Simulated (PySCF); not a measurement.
C3H5NOSi.

```xyz
11

O      2.1378     0.0598     0.4010
Si     0.7098     0.1969    -0.4343
C     -0.6496     1.2608     0.3393
C     -1.7046     0.4311     0.4645
C     -1.4280    -0.9818     0.0130
N     -0.2728    -1.2971    -0.4376
H      2.0981    -0.3186     1.2875
H      1.0892     0.6068    -1.8051
H     -0.6924     2.3161     0.6171
H     -2.6915     0.7077     0.8520
H     -2.2397    -1.7288     0.0841
```

Geometry: B3LYP-D3(BJ)/def2-SVP. The structure was generated by enumeration; whether it is a known compound was not checked. The values are those of a single conformer.

Calculation: PySCF with PBE0/pcSseg-1. Non-relativistic, no solvent.

Computed absolute GIAO shielding of each atom: isotropic value and principal components (ppm):
```
atom  σ(iso)     σ11     σ22    σ33   span
----  ------  ------  ------  -----  -----
O1     306.8   276.6   299.5  344.2   67.6
Si2    350.9   283.9   367.6  401.1  117.2
C3      32.7   -89.8     5.5  182.5  272.3
C4      30.6   -98.8    56.3  134.4  233.2
C5       1.0  -108.9     4.9  107.2  216.1
N6    -116.4  -456.8  -166.3  273.8  730.6
H7      30.0    22.0    24.9   43.0   21.0
H8      26.2    23.2    24.0   31.4    8.2
H9      24.4    20.9    26.1   26.3    5.4
H10     24.3    20.8    24.1   28.0    7.2
H11     22.6    21.3    22.5   24.0    2.7
```
